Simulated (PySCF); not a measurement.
Indirect couplings

Cartesian coordinates in Å; atom numbers follow the order of the lines, from 1:
```xyz
15

C     2.3568   -0.4372    0.1825
C     1.3676    0.2692   -0.2946
C     0.8250    1.2229   -1.2429
C    -0.0758    0.5948   -0.1786
C    -1.0504   -0.4367   -0.6186
C    -2.1431   -0.7229    0.3836
O    -0.9712   -1.0001   -1.6839
H     3.3462   -0.3717   -0.2398
H     2.2273   -1.1128    1.0121
H     0.6544    0.8856   -2.2566
H     1.0711    2.2708   -1.1502
H    -0.3854    1.1990    0.6653
H    -2.7653   -1.5427    0.0351
H    -2.7577    0.1663    0.5129
H    -1.7038   -0.9765    1.3463
```

Couplings: B3LYP/pcJ-1 (without the spin–dipole term) in PySCF 2.14.0 with density-fitted response routines, geometry GFN2-xTB; gas phase, one conformer, non-relativistic. Couplings are averaged over pairs made equivalent by symmetry, fast rotation or ring inversion, so a value needn't be that of the named pair in this geometry, while other rotamers aren't included; one pair stands for each set, and the list holds a selection of those of at least 0.8 Hz over up to four bonds, among pairs with at least one C or H atom (others weren't computed).

Isotopes: 13C, 1H, 17O. Couplings to quadrupolar nuclei such as 17O and 33S are rarely resolved in practice.

```json
{"pair": "C1, C2", "bonds": "1", "J (Hz)": "109.8"}
{"pair": "C1, H8", "bonds": "1", "J (Hz)": "169.0"}
{"pair": "C1, H9", "bonds": "1", "J (Hz)": "168.5"}
{"pair": "C2, C3", "bonds": "1", "J (Hz)": "?"}
{"pair": "C2, C4", "bonds": "1", "J (Hz)": "17.9"}
{"pair": "C3, C4", "bonds": "1", "J (Hz)": "?"}
{"pair": "C3, H10", "bonds": "1", "J (Hz)": "?"}
{"pair": "C3, H11", "bonds": "1", "J (Hz)": "?"}
{"pair": "C4, C5", "bonds": "1", "J (Hz)": "?"}
{"pair": "C4, H12", "bonds": "1", "J (Hz)": "170.1"}
{"pair": "C5, C6", "bonds": "1", "J (Hz)": "?"}
{"pair": "C5, O7", "bonds": "1", "J (Hz)": "32.6"}
{"pair": "C6, H13", "bonds": "1", "J (Hz)": "133.5"}
{"pair": "C2, H11", "bonds": "2", "J (Hz)": "-4.5"}
{"pair": "C3, C5", "bonds": "2", "J (Hz)": "?"}
{"pair": "C4, C6", "bonds": "2", "J (Hz)": "21.3"}
{"pair": "C4, H11", "bonds": "2", "J (Hz)": "-1.3"}
{"pair": "H10, H11", "bonds": "2", "J (Hz)": "-11.5"}
{"pair": "H13, H14", "bonds": "2", "J (Hz)": "-15.1"}
{"pair": "C3, H8", "bonds": "3", "J (Hz)": "3.8"}
{"pair": "C4, H9", "bonds": "3", "J (Hz)": "4.8"}
{"pair": "C6, H12", "bonds": "3", "J (Hz)": "0.9"}
{"pair": "O7, H13", "bonds": "3", "J (Hz)": "-1.8"}
{"pair": "H8, H11", "bonds": "4", "J (Hz)": "?"}
{"pair": "H9, H10", "bonds": "4", "J (Hz)": "-3.5"}
{"pair": "H9, H11", "bonds": "4", "J (Hz)": "-3.4"}
```

Q: Estimate the withheld couplings, with signs.

A: 
- 1J(C2,C3) = 31.0 Hz (bond length 1.450 Å)
- 1J(C3,C4) = 10.5 Hz (bond length 1.529 Å)
- 1J(C3,H10) = 173.4 Hz (bond length 1.082 Å, sp3 carbon)
- 1J(C3,H11) = 169.8 Hz (bond length 1.080 Å, sp3 carbon)
- 1J(C4,C5) = 52.8 Hz (bond length 1.486 Å)
- 1J(C5,C6) = 43.1 Hz (bond length 1.510 Å)
- 2J(C3,C5) = -1.8 Hz (angle at C4 118°)
- 4J(H8,H11) = -2.8 Hz
